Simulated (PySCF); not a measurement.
**An elementary step**

Start structure (SiHCl2F, closed shell), relaxed at PBE0-D4/def2-TZVP:

```
5
angstrom
Si 1.0269 0.4036 0.8771
F 1.2505 0.4675 -0.7217
H -0.7712 -1.1787 -1.2120
Cl -0.4053 1.9096 1.0970
Cl -1.0705 -1.6425 -0.0543
```

The step: SiClF + HCl → SiCl₂ + HF; bonds formed: Si1–Cl5, F2–H3; bonds broken: Si1–F2, H3–Cl5. Computed with PySCF 2.14 with density fitting (its default auxiliary sets; JK sets also for MP2 and CCSD(T)) (basis: def2-TZVPP and def2-QZVPP); correlated methods freeze the cores. Extrapolation: Hartree–Fock as exp(−7.88 √X), correlation as X^−2.97. Energies below are by CCSD(T) at an estimated basis limit (MP2 extrapolated from triple and quadruple zeta, plus CCSD(T) − MP2 in triple zeta).

Task: What are the electronic barrier and the energy of the step, from the start structure to the end structure? (Judge from chemistry; the value comes from the calculation.)

Result: Computed: Barrier 79.8 kJ/mol; step energy 36.7 kJ/mol (uphill); reverse barrier, their difference, 43.0 kJ/mol. Barrier and step energy count from the start structure, the reverse barrier from the end structure.

The saddle point: One imaginary mode of 635i cm⁻¹.
```tsv
pair	start (Å)	saddle (Å)	end (Å)
Si1–Cl5	3.07	2.41	2.13
F2–H3	2.65	1.17	0.93
Si1–F2	1.62	1.86	2.49
H3–Cl5	1.28	1.54	2.45
```

Zero-point energy (harmonic, PBE0-D4): ZPE is 31.4 kJ/mol at the start and 28.8 kJ/mol at the saddle, so the barrier goes from 79.8 to 77.2 kJ/mol.

No T1 diagnostic of these runs exceeds 0.013.

For scale, one of the runs: CCSD(T)/def2-TZVPP, 171 basis functions, launched by `OMP_NUM_THREADS=4 python run.py`. Hardware: 4 CPU threads of an Arm Neoverse V1, shared host. Wall time 3.3 min; peak host memory 1.6 GiB.
